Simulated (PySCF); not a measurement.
Results of a calculation; reference values are marked as such.
# C2H6F2NSi

C2H6F2NSi is a small molecule (built as: C site whose three back bonds go to CH2SiH3, F, F; end group NH), neutral, doublet. The structure, one conformer, was relaxed in the gas phase by PBE0-D3(BJ)/def2-SVP. No frequency run checks that it is a minimum.

SMILES: [NH]C(F)(F)C[SiH3]

Coordinates in Å:
```
C1      0.967   -0.812    0.234
C2     -0.158   -0.173   -0.559
Si3    -1.457    0.763    0.463
F4      0.482   -1.849    0.953
F5      1.893   -1.348   -0.617
N6      1.559    0.118    1.118
H7     -0.655   -0.991   -1.107
H8      0.274    0.504   -1.312
H9     -2.577    1.116   -0.461
H10    -1.973   -0.094    1.566
H11    -0.881    2.022    1.019
H12     2.262    0.639    0.577
```

EPR values by unrestricted B3LYP, IGLO-III on C F N Si, pcH-1 on H.

Q: Predict g and the largest hyperfine couplings. Where does the spin sit?

A: g = 2.0021, 2.0031, 2.0063. The spin sits on N6 (102 %, bonded to 1 C + 1 H) by Mulliken populations.
```
atom  isotope  isotropic (MHz)  dipolar, principal values (MHz)
  F5      19F             59.9               -38.7, -35.5, 74.1
  N6      14N             30.7               -43.8, -43.0, 86.9
 H12       1H            -61.3                -52.4, -8.7, 61.1
  F4      19F             36.4               -26.8, -23.5, 50.2
  C2      13C             49.5                 -5.8, -5.3, 11.1
  H7       1H             44.2                  -3.7, -1.5, 5.2
```

Q: How do the isotropic couplings move with BHandHLYP?

A: F5 59.9 to 60.9 MHz, N6 30.7 to 41.7 MHz, H12 -61.3 to -71.5 MHz, F4 36.4 to 33.6 MHz.
